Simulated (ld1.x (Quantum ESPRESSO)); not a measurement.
# How hard is this boron (B) TM potential?

```
Element                 : B
Generator               : ld1.x (Quantum ESPRESSO) 7.5
Type                    : norm-conserving Troullier–Martins (Kleinman–Bylander form)
Functional              : PBE
Relativity              : non-relativistic
Frozen core             : [He]
Valence charge          : 3
Reference configuration : 2s1 2p2
Partial waves           : 2s (bound): rc 1.60 bohr; 2p (bound): rc 3.85 bohr; 3d channel at 0.3 Ry: rc 2.95 bohr
Local potential         : all-electron potential smoothed inside 1.35 bohr (lloc = -1)
Core correction         : Bessel-smoothed model core inside 1.60 bohr
```

The pseudo-atom Hamiltonian at the reference potential is diagonalised in spherical Bessel functions j_l(qr) that vanish at 20 bohr, with q² up to the cutoff. All-electron valence levels (Ry): 2s -0.7287, 2p -0.2983.

Task: How do the lowest levels (Ry) of each channel move with the cutoff, and are there ghosts?

Result:

```csv
cutoff (Ry),s #1,s #2,p #1,p #2,d #1,f #1,f #2,Σ f·Δε (mRy)
8,-0.6972,-0.0173,-0.2928,0.0257,0.0639,0.1121,0.2410,42.5
10,-0.7062,-0.0178,-0.2975,0.0255,0.0639,0.1121,0.2410,24.2
12,-0.7143,-0.0183,-0.2982,0.0254,0.0639,0.1121,0.2410,14.7
15,-0.7205,-0.0187,-0.2983,0.0254,0.0639,0.1121,0.2410,8.4
18,-0.7257,-0.0190,-0.2983,0.0254,0.0639,0.1121,0.2410,3.1
21,-0.7271,-0.0191,-0.2983,0.0254,0.0639,0.1121,0.2410,1.7
25,-0.7276,-0.0191,-0.2983,0.0254,0.0639,0.1121,0.2410,1.2
30,-0.7277,-0.0191,-0.2983,0.0254,0.0639,0.1121,0.2410,1.1
35,-0.7278,-0.0191,-0.2983,0.0254,0.0639,0.1121,0.2410,1.0
40,-0.7281,-0.0192,-0.2983,0.0254,0.0639,0.1121,0.2410,0.7
45,-0.7283,-0.0192,-0.2983,0.0254,0.0639,0.1121,0.2410,0.4
400,-0.7288,-0.0192,-0.2983,0.0254,0.0639,0.1121,0.2410,0.0
```

Result: no extra level below or beside the all-electron valence levels (s, p, d, f tested); 10 mRy is reached at 15 Ry and 1 mRy at 35 Ry.

Its largest configuration-test error is +1038 meV.
